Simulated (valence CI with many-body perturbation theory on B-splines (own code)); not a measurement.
**Level structure of Sm XXIV**

Level of theory: configuration interaction combined with many-body perturbation theory (CI+MBPT): three valence electrons over a frozen Dirac-Fock core [Kr], radial functions for each j: 9 s, 9 p, 10 d, 8 f, 5 g, 3 h, 1 i, with the one-electron correlation potential Σ1 (screened to all orders), the two-electron term Σ2, the three-electron term Σ3, Breit, model QED; selected single and double excitations, second order for the rest (own B-spline code, finite nucleus).

No measured levels were compared; by estimate terms of the open shell hold to 2 to 4 % of their energy, and close levels can change places. Only levels of the ground parity were solved; by the run's estimate the other parity begins above the list, which can be wrong where configurations are misplaced.

Levels 1 to 19 of 19, with energies above the lowest level, (4d3/2^3) J=3/2. "Leading %" is the weight of the configuration and term that name the level; weights of strongly mixed levels are sums over their largest components and can fall short. In the jj column 3d3/2^4 stands for four electrons in 3d with j = 3/2. Lifetimes count E1, E2, E3, M1 and M2 decay at the calculated energies, and are blank where another channel may lead or the interval is too uncertain; long ones can be off by a factor of two.

| No. | Configuration | Term | J | E (eV) | Leading % | g | Lifetime | Leading jj |
| --- | --- | --- | --- | --- | --- | --- | --- | --- |
| 1 | 4d3 | 4F | 3/2 | 0.000 | 67 | 0.578 |  | 4d3/2^3 (88 %) |
| 2 | 4d3 | 4F | 5/2 | 4.416 | 90 | 1.043 | 696 μs | 4d3/2^2 4d5/2 (95 %) |
| 3 | 4d3 | 4P | 3/2 | 6.658 | 44 | 1.302 | 675 μs | 4d3/2^2 4d5/2 (91 %) |
| 4 | 4d3 | 4F | 7/2 | 6.699 | 62 | 1.122 | 6.36 ms | 4d3/2^2 4d5/2 (79 %) |
| 5 | 4d3 | 2G | 9/2 | 7.445 | 42 | 1.109 | 396 ms | 4d3/2^2 4d5/2 (91 %) |
| 6 | 4d3 | 4P | 1/2 | 7.793 | 66 | 1.992 | 2.01 ms | 4d3/2^2 4d5/2 (98 %) |
| 7 | 4d3 | 2G | 7/2 | 11.844 | 60 | 1.024 | 266 μs | 4d3/2 4d5/2^2 (86 %) |
| 8 | 4d3 | 4P | 5/2 | 11.882 | 78 | 1.486 | 1.10 ms | 4d3/2^2 4d5/2 (56 %) |
| 9 | 4d3 | 4F | 9/2 | 12.553 | 52 | 1.126 | 467 μs | 4d3/2 4d5/2^2 (83 %) |
| 10 | 4d3 | 2D | 3/2 | 14.008 | 43 | 1.160 | 166 μs | 4d3/2 4d5/2^2 (97 %) |
| 11 | 4d3 | 2P | 1/2 | 14.711 | 66 | 1.341 | 300 μs | 4d3/2 4d5/2^2 (98 %) |
| 12 | 4d3 | 2H | 11/2 | 15.367 | 100 | 1.089 | 964 μs | 4d3/2 4d5/2^2 (100 %) |
| 13 | 4d3 | 2D | 5/2 | 16.329 | 86 | 1.165 | 418 μs | 4d3/2 4d5/2^2 (63 %) |
| 14 | 4d3 | 2F | 5/2 | 17.168 | 67 | 1.025 | 504 μs | 4d3/2 4d5/2^2 (84 %) |
| 15 | 4d3 | 2F | 7/2 | 18.005 | 89 | 1.117 | 609 μs | 4d3/2 4d5/2^2 (93 %) |
| 16 | 4d3 | 2G | 9/2 | 19.482 | 57 | 1.113 | 187 μs | 4d5/2^3 (91 %) |
| 17 | 4d3 | 2P | 3/2 | 20.586 | 53 | 1.165 | 179 μs | 4d5/2^3 (64 %) |
| 18 | 4d3 | 2D | 3/2 | 25.276 | 92 | 0.850 | 171 μs | 4d3/2 4d5/2^2 (64 %) |
| 19 | 4d3 | 2D | 5/2 | 26.866 | 73 | 1.157 | 96.2 μs | 4d5/2^3 (82 %) |

Where two levels of one J and parity lie close, their mixing, g and order are uncertain.

The ionisation energy to 4d2 3F_2 of the next ion comes out as 742.68 eV (NIST: 742 ± 4 eV (theoretical)). All 19 levels together are meant to be complete up to 27.940 eV.
